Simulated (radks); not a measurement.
Spherical quantum dot in the effective-mass picture: electrons in a parabolic well V = omega^2 r^2 / 2 with omega = 0.13, all in effective atomic units (hartree* = m*/eps^2 hartree, bohr* = eps/m* bohr), one dielectric constant everywhere. Method: non-relativistic Kohn-Sham, LDA (Slater exchange, Perdew-Wang correlation), spin-polarised, spherical densities; computed with a radial shooting solver with Libxc functionals. Levels are named by radial order and angular momentum (1s, 1p, 1d, 2s, ...), and open shells are averaged over m. Results are scaled to m* = 0.306 and eps = 7.7, for which hartree* = 140.4 meV and bohr* = 1.332 nm. Each electron was tried in the lowest free levels, single moves between levels near the top were tried too, and the lowest total energy was kept; such a search can miss a lower state. At N = 1 the Hartree and exchange-correlation terms need not cancel, so that row can carry a self-interaction error.

N,open shells,2S,E (meV),mu = E(N) - E(N-1) (meV),addition energy mu(N+1) - mu(N) (meV),e(HOMO) (meV)
1,"1s(up 1, down 0)",1,28.1004,28.100,32.15,41.885
2,none,0,88.3513,60.251,35.90,72.616
3,"1p(up 1, down 0)",1,184.500,96.149,20.58,106.49
4,"1p(up 2, down 0)",2,301.227,116.73,20.04,126.87
5,"1p(up 3, down 0)",3,437.995,136.77,22.96,146.55
6,"1p(up 3, down 1)",2,597.720,159.73,17.66,168.60
7,"1p(up 3, down 2)",1,775.110,177.39,17.33,186.12
8,none,0,969.831,194.72,25.11,203.25
9,"1d(up 1, down 0)",1,1189.67,219.84,15.62,227.69
10,"1d(up 2, down 0)",2,1425.12,235.45,15.34,243.17
11,"1d(up 3, down 0)",3,1675.91,250.80,15.06,258.37
12,"1d(up 4, down 0)",4,1941.77,265.85,14.78,273.29
13,"1d(up 5, down 0)",5,2222.40,280.63,17.30,287.93
14,"1d(up 5, down 1)",4,2520.34,297.93,13.91,304.92
15,"1d(up 5, down 2)",3,2832.18,311.85,13.73,318.74
16,"1d(up 5, down 3)",2,3157.76,325.58,13.55,332.38
17,"1d(up 5, down 4)",1,3496.89,339.13,13.36,345.84
18,none,0,3849.38,352.49,15.44,359.11
19,"2s(up 1, down 0)",1,4217.32,367.94,14.93,374.57
20,none,0,4600.19,382.87,14.79,389.39
21,"1f(up 1, down 0)",1,4997.85,397.66,12.34,403.85
22,"1f(up 2, down 0)",2,5407.85,410.00,12.21,416.12
23,"1f(up 3, down 0)",3,5830.05,422.21,12.08,428.27
24,"1f(up 4, down 0)",4,6264.34,434.29,11.96,440.29
25,"1f(up 5, down 0)",5,6710.58,446.24,11.83,452.18
26,"1f(up 6, down 0)",6,7168.66,458.08,11.71,463.95
27,"1f(up 7, down 0)",7,7638.45,469.79,13.71,475.61
28,"1f(up 7, down 1)",6,8121.96,483.50,11.35,489.19
29,"1f(up 7, down 2)",5,8616.81,494.85,11.25,500.49
30,"1f(up 7, down 3)",4,9122.91,506.10,-,511.70

All shells are closed at N = 2, 8, 18, 20 (there: 1s2 1p6 1d10 2s2); the second difference of the energy has clear peaks (12 % above both neighbours; the first and last values, which can be the largest, are not judged, and half-filled shells can peak too) at N = 5, 8, 13, 27.
